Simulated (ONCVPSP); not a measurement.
**What one change does to a pseudopotential (Os (Z = 76), ONCV)**

```json
{
 "Element": "Os (Z = 76)",
 "Generator": "ONCVPSP 4.0.1",
 "Type": "optimised norm-conserving Vanderbilt (ONCV)",
 "Functional": "LDA (Perdew-Zunger)",
 "Relativity": "fully relativistic",
 "Frozen core": "[Kr] 4d10",
 "Valence charge": "30",
 "Reference configuration": "4f14 5s2 5p6 5d6 6s1.5 (charge +0.5)",
 "Partial waves": "5s+6s: rc 1.85 bohr, ncon 5, nbas 8, qcut 8 1/bohr, 2 projectors; 5p: rc 1.65 bohr, ncon 4, nbas 7, qcut 7.9 1/bohr, 2 projectors, debl 1.4 Ha; 5d: rc 2.20 bohr, ncon 4, nbas 8, qcut 6.9 1/bohr, 3 projectors, debl 1.2 Ha; 4f: rc 1.05 bohr, ncon 4, nbas 8, qcut 19.2 1/bohr, 2 projectors, debl 4 Ha",
 "Local potential": "polynomial inside 1.05 bohr (lpopt 4, dvloc0 3 Ha)",
 "Core correction": "none"
}
```

Open shells are filled in proportion to 2j + 1.

In the p channel the program set the typed energies aside and used -1.895, 0.250 Ha (j = l + 1/2; the other j can differ).

Change: s: qcut 6.9; p: qcut 6.8; d: qcut 6; f: qcut 16.6.

Cutoffs: the cutoffs (Ha) at which the residual kinetic energy of the hardest occupied pseudo-wave falls to 1 and 0.1 mHa per electron; they do not see the model core or the augmentation charge, which bear on the density cutoff. Errors are all-electron minus pseudo energies relative to the spin-unpolarised reference configuration.

**Question.** What does the change do?

**Answer.** The potential gets softer (144 Ha and 158 Ha → 122 Ha and 131 Ha); of the 4 tests that both files solve, the error grows in 2 and shrinks in 0 by more than 15 % and 0.3 meV (median size 0.1 → 1.4 meV); neither file shows a bound ghost.

| quantity | base | changed |
| --- | --- | --- |
| cutoff, loose | 144 Ha | 122 Ha |
| cutoff, tight | 158 Ha | 131 Ha |
| loose cutoff by channel | s 23 Ha, p 21 Ha, d 16 Ha, f 144 Ha | s 19 Ha, p 16 Ha, d 14 Ha, f 122 Ha |
| bound ghosts | none | none |
| GHOST(+) flags under 300 eV | s at 238.1 eV | d5/2 at 135.4 eV |
| error for 4f14 5s2 5p6 5d6 6s2, meV [ΔE -4.05 eV] | -0.1 | -0.2 |
| error for 4f14 5s2 5p6 5d6 6s1, meV [ΔE 5.82 eV] | -0.2 | -0.1 |
| error for 4f14 5s2 5p6 5d6 6s0, meV [ΔE 23.11 eV] | -2.4 | -3.2 |
| error for 4f14 5s2 5p6 5d5 6s2 6p1, meV [ΔE 2.05 eV] | 0.0 | +2.7 |
| s: phases at 1.88 bohr within 0.05 rad from the reference energy up to (Ha; the scan ends near 5) | to the end of the scan | to the end of the scan |
| p3/2: phases at 1.68 bohr within 0.05 rad from the reference energy up to (Ha; the scan ends near 5) | to the end of the scan | to the end of the scan |
| p1/2: phases at 1.68 bohr within 0.05 rad from the reference energy up to (Ha; the scan ends near 5) | to the end of the scan | to the end of the scan |
| d5/2: phases at 2.23 bohr within 0.05 rad from the reference energy up to (Ha; the scan ends near 5) | to the end of the scan | 4.8 |
| d3/2: phases at 2.23 bohr within 0.05 rad from the reference energy up to (Ha; the scan ends near 5) | to the end of the scan | to the end of the scan |
| f7/2: phases at 1.06 bohr within 0.05 rad from the reference energy up to (Ha; the scan ends near 5) | to the end of the scan | to the end of the scan |
| f5/2: phases at 1.06 bohr within 0.05 rad from the reference energy up to (Ha; the scan ends near 5) | to the end of the scan | to the end of the scan |
